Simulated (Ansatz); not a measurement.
Ansatz (a program for electronic structure) input (PBE/6-31G*):

Ansatz 0.2 input:
```yaml
crystal:
  periodic: [false, false, false]
  atoms:
    - {symbol: C, position_ang: [0.05865618, -0.88037539, 0.07896597]}
    - {symbol: C, position_ang: [-1.20765746, -0.54490941, 0.10147258]}
    - {symbol: F, position_ang: [-1.80648215, 0.60630057, 0.02029001]}
    - {symbol: Cl, position_ang: [1.33991758, 0.29425739, -0.08387619]}
    - {symbol: H, position_ang: [0.37374817, -1.90737191, 0.16065381]}
basis:
  gaussian:
    orbitals: 6-31G*
hamiltonian:
  xc: {name: PBE}
magnetization: {spin_polarized: true, initial_magnetization: 1}
relax: {f_tol: 0.003, max_steps: 120}
```

Output:

```
Functional definition: PBE
integrals: 0.02 GiB planned
721 factors; their error is unknown
mean field: 0.16 GiB planned
mean field evaluation 1: about -17312.3515 eV, gradient 2.6e1 eV
mean field evaluation 2: about -17306.1191 eV, gradient 4.2e1 eV
mean field evaluation 4: about -17315.5709 eV, gradient 3.4e0 eV
mean field evaluation 8: about -17315.6370 eV, gradient 1.4e-1 eV
mean field evaluation 16: about -17315.5875 eV, gradient 4.1e-4 eV
mean field evaluation 32: about -17314.7169 eV, gradient 2.5e0 eV
mean field -17315.58748636 eV, -636.3361031970 hartree, gradient 2.0e-5 eV, S^2 0.757618; 3 other end points of the search recorded, 0 dependent functions left out
the calculation of the forces begins
reference -17315.58750522 eV, -636.3361038902 hartree; 20, 19 occupied and 46, 47 virtual orbitals, 721 factors
relax step   1: F+E_penalty+E_count = -17315.58748636 eV  Δ(F+E_penalty+E_count) = +0.000e0 eV  max|allowed force component| = 7.670e-1 eV/Å  Δτ_max = 0.0000 Å  (81 SCF iters, accepted)
these checks for a lower state are left out or cut short: starts, cluster_reference, orbital_swaps, neighbouring_geometries, increment
integrals: 0.02 GiB planned
721 factors; their error is unknown
mean field: 0.16 GiB planned
mean field -17315.60356264 eV, -636.3366939893 hartree, gradient 1.5e-5 eV, S^2 0.758061; 0 other end points of the search recorded, 0 dependent functions left out
the calculation of the forces begins
reference -17315.60358153 eV, -636.3366946836 hartree; 20, 19 occupied and 46, 47 virtual orbitals, 721 factors
relax step   2: F+E_penalty+E_count = -17315.60356264 eV  Δ(F+E_penalty+E_count) = -1.608e-2 eV  max|allowed force component| = 1.952e-1 eV/Å  Δτ_max = 0.0164 Å  (37 SCF iters, accepted)
these checks for a lower state are left out or cut short: starts, cluster_reference, orbital_swaps, neighbouring_geometries, increment
integrals: 0.02 GiB planned
721 factors; their error is unknown
mean field: 0.16 GiB planned
mean field -17315.60515013 eV, -636.3367523285 hartree, gradient 1.5e-5 eV, S^2 0.758202; 0 other end points of the search recorded, 0 dependent functions left out
the calculation of the forces begins
reference -17315.60516903 eV, -636.3367530231 hartree; 20, 19 occupied and 46, 47 virtual orbitals, 721 factors
relax step   3: F+E_penalty+E_count = -17315.60515013 eV  Δ(F+E_penalty+E_count) = -1.587e-3 eV  max|allowed force component| = 3.131e-2 eV/Å  Δτ_max = 0.0060 Å  (37 SCF iters, accepted)
these checks for a lower state are left out or cut short: starts, cluster_reference, orbital_swaps, neighbouring_geometries, increment
integrals: 0.02 GiB planned
721 factors; their error is unknown
mean field: 0.16 GiB planned
mean field -17315.60518304 eV, -636.3367535381 hartree, gradient 1.7e-5 eV, S^2 0.758202; 0 other end points of the search recorded, 0 dependent functions left out
the calculation of the forces begins
reference -17315.60520195 eV, -636.3367542328 hartree; 20, 19 occupied and 46, 47 virtual orbitals, 721 factors
relax step   4: F+E_penalty+E_count = -17315.60518304 eV  Δ(F+E_penalty+E_count) = -3.292e-5 eV  max|allowed force component| = 1.044e-2 eV/Å  Δτ_max = 0.0009 Å  (26 SCF iters, accepted)
these checks for a lower state are left out or cut short: starts, cluster_reference, orbital_swaps, neighbouring_geometries, increment
integrals: 0.02 GiB planned
721 factors; their error is unknown
mean field: 0.16 GiB planned
mean field -17315.60518727 eV, -636.3367536935 hartree, gradient 6.1e-5 eV, S^2 0.758200; 0 other end points of the search recorded, 0 dependent functions left out
the calculation of the forces begins
reference -17315.60520618 eV, -636.3367543883 hartree; 20, 19 occupied and 46, 47 virtual orbitals, 721 factors
relax step   5: F+E_penalty+E_count = -17315.60518727 eV  Δ(F+E_penalty+E_count) = -4.228e-6 eV  max|allowed force component| = 2.015e-3 eV/Å  Δτ_max = 0.0006 Å  (25 SCF iters, accepted)
integrals: 0.02 GiB planned
721 factors; their error is unknown
mean field: 0.16 GiB planned
mean field evaluation 64: about -17315.6566 eV, gradient 1.8e-1 eV
mean field evaluation 96: about -17314.0336 eV, gradient 1.5e0 eV
mean field -17315.60518727 eV, -636.3367536935 hartree, gradient 6.1e-5 eV, S^2 0.758200; 4 other end points of the search recorded, 0 dependent functions left out
the calculation of the forces begins
reference -17315.60520618 eV, -636.3367543883 hartree; 20, 19 occupied and 46, 47 virtual orbitals, 721 factors
Total energy: -17315.60520618 eV, -636.3367543883 hartree
Atom 0 at     0.062718    -0.882011     0.078946 Å, force     0.001044    -0.001969     0.000138 eV/Å
Atom 1 at    -1.220279    -0.543970     0.101919 Å, force    -0.000163    -0.000896     0.000090 eV/Å
Atom 2 at    -1.825383     0.616831     0.020115 Å, force    -0.000258     0.002015    -0.000176 eV/Å
Atom 3 at     1.357797     0.297089    -0.084894 Å, force    -0.001262    -0.000210     0.000073 eV/Å
Atom 4 at     0.383330    -1.920037     0.161420 Å, force     0.000639     0.001060    -0.000125 eV/Å
Dipole moment:    -0.108185    -0.201578     0.023223 e Å
```

The geometry given is a B3LYP-D3(BJ)/def2-TZVP minimum.
